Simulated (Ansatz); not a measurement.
The molecule GaS+, multiplicity 3 (lowest of 2S+1 = 1, 3, 5 at CCSD(T)/def2-TZVPP on PBE0 minima; our sources give no spin for the ground state, which may be another). No spin–orbit coupling. Ga is treated without relativity.

Constants: fifth-degree fit in 1/R to seven points, most abundant isotopes. In def2 and cc sets the state is the lowest found near the PBE0 minimum, followed along R.

Correlated levels freeze the inner cores; with def2 sets outer-core shells near the valence are correlated too. CBS: X⁻³ extrapolation of the correlation energy, Hartree–Fock from the larger set.

Programs: Ansatz (an electronic-structure program). Each number belongs to the level named beside it.

```
level                                r_e (Å)  ω_e (cm⁻¹)  ω_e x_e (cm⁻¹)
-----------------------------------  -------  ----------  --------------
PBE/def2-TZVPP                         2.293         282             3.7
B3LYP/def2-TZVPP                       2.334         237             4.9
wB97X-V/def2-TZVPP                     2.270           ?             6.5
B2PLYP/def2-TZVPP                      2.295         260             6.1
CCSD/def2-QZVPP                        2.289         237             7.6
CCSD(T)/def2-TZVPP                     2.290         261             6.4
CCSD(T)/def2-QZVPP                     2.274         265             6.5
CCSD(T)/CBS(def2-TZVPP, def2-QZVPP)        ?           ?             6.5
```

Task: Some entries are withheld; supply them.

Result: 
- CCSD(T)/CBS(def2-TZVPP, def2-QZVPP), r_e (Å): 2.265
- CCSD(T)/CBS(def2-TZVPP, def2-QZVPP), ω_e (cm⁻¹): 268
- wB97X-V/def2-TZVPP, ω_e (cm⁻¹): 269
